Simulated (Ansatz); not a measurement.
`C[SiH2][CH2][AlH][SH]` and `C[SiH2][CH2][GeH3]` differ in one atom or group.

Ansatz, PBE0-D4/def2-TZVP geometries, multiplicity 1. Each molecule was computed in one conformer, which needn't be the lowest.

Scalar relativity is left out up to krypton.

```tsv
property	`C[SiH2][CH2][AlH][SH]`
HOMO–LUMO gap (PBE0/def2-TZVPP) / eV	6.64
size of the dipole moment (PBE/def2-TZVPP) / D	1.49
HOMO energy (ωB97M-V/def2-TZVPP) / eV	-9.87
HOMO energy (PBE0/def2-TZVPP) / eV	-7.68
LUMO energy (B3LYP/def2-TZVPP) / eV	-1.22
HOMO energy (PBE/def2-TZVPP) / eV	-6.50
```

Q: Give the same properties after the change, and the shifts. (Estimate.)

A: Ansatz gave: 
```tsv
property	`C[SiH2][CH2][GeH3]`	shift
HOMO–LUMO gap (PBE0/def2-TZVPP) / eV	9.06	2.42
size of the dipole moment (PBE/def2-TZVPP) / D	0.68	-0.81
HOMO energy (ωB97M-V/def2-TZVPP) / eV	-10.58	-0.71
HOMO energy (PBE0/def2-TZVPP) / eV	-8.42	-0.74
LUMO energy (B3LYP/def2-TZVPP) / eV	0.39	1.61
HOMO energy (PBE/def2-TZVPP) / eV	-7.20	-0.70
```

With PBE0 the HOMO falls by 0.74 eV and the LUMO rises by 1.69 eV, so the gap widens by about 2.43 eV. PBE moves the HOMO by -0.70 eV and ωB97M-V by -0.71 eV. Dipoles are sizes alone; their direction can turn.

B3LYP here is the variant with VWN-RPA as its local correlation; programs differ in this.
